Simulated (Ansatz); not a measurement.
Computed with Ansatz on PBE0-D4/def2-TZVP structures; ΔE is electronic, products minus reactants. CCSD(T)/CBS is the MP2 limit (def2-TZVPP, def2-QZVPP) plus CCSD(T) − MP2 in def2-TZVPP, frozen cores. This one scheme is used for every species, atoms too. Functionals use def2-TZVPP. B3LYP here is the variant with VWN-RPA as its local correlation; programs differ in this. HSE06 is defined as in plane-wave codes. No spin–orbit coupling; open shells (•) take unrestricted orbitals. Spin–orbit coupling would lower the free atoms: a little for C, O; strongly for Sn. def2 core potentials past Kr. Bonds to Sn are less sure, by a few kJ/mol each and by 10 to 20 or more in all where they break to atoms, as the def2 sets lack core-valence functions. One conformer a species, not always the lowest.

Reaction (atomization): `O[CH2][SnH3]` → C• + 6 H• + O• + Sn•

```tsv
level	ΔE (kcal/mol)	difference from CCSD(T)/CBS
LDA (SPW92)	748.9	93.2
PBE-D4	656.7	1.0
revPBE-D4	640.6	-15.1
BLYP-D4	647.3	-8.4
r2SCAN-D4	649.7	-6.0
B97M-V	657.0	1.3
PBE0-D4	645.5	-10.2
B3LYP-D4	649.2	-6.5
r2SCANh-D4	645.5	-10.2
r2SCAN0-D4	639.5	-16.2
HSE06-D4	645.7	-10.0
BHLYP-D4	630.4	-25.3
CAM-B3LYP-D4	653.8	-1.9
ωB97X-V	654.8	-0.9
ωB97M-V	651.6	-4.1
B2PLYP	641.2	-14.5
PBE-QIDH	641.2	-14.5
PBE	653.4	-2.3
revPBE	630.7	-25.0
BLYP	640.0	-15.7
r2SCAN	648.9	-6.8
PBE0	642.7	-13.0
r2SCANh	644.7	-11.0
r2SCAN0	638.6	-17.1
HSE06	643.1	-12.6
BHLYP	626.2	-29.5
LC-ωPBE	646.0	-9.7
HF/def2-SVP	454.9	-200.8
MP2/def2-SVP	608.9	-46.8
CCSD/def2-SVP	604.8	-50.9
CCSD(T)/def2-SVP	610.5	-45.2
MP2/def2-TZVPP	636.3	-19.4
SCS-MP2/def2-TZVPP	638.7	-17.0
CCSD/def2-TZVPP	629.9	-25.8
CCSD(T)/def2-TZVPP	639.0	-16.7
HF/def2-QZVPP	456.6	-199.1
MP2/def2-QZVPP	646.2	-9.5
SCS-MP2/def2-QZVPP	650.2	-5.5
HF/CBS(def2)	456.8	-198.9
CCSD/CBS(def2)	646.6	-9.1
CCSD(T)/CBS	655.7	0
```

Largest T1 diagnostic among the species: 0.012.

Leaving LDA and LC-ωPBE aside and taking each functional with its dispersion term where it has one, the values spread over 26.6 kcal/mol, from BHLYP-D4 to B97M-V. LDA lies +95.5 kcal/mol from PBE without D4, its usual overbinding. The D4 term adds +5.4 kcal/mol with B3LYP and +2.8 kcal/mol with PBE0; it sums over pairs of atoms, weighted by their polarisabilities, and B3LYP, whose exchange is more repulsive, gets the larger term. From r2SCAN to r2SCAN0 (25 % exact exchange), in def2-TZVPP and without D4, ΔE moves by −10.3 kcal/mol: exact exchange takes away binding that semilocal exchange gives to molecules.

For atomizations the MP2-based limit and the directly extrapolated one differ by several kJ/mol either way, and by 10 to 25 for some Ge, Se and Sn compounds, so smaller differences from it don't rank the levels.
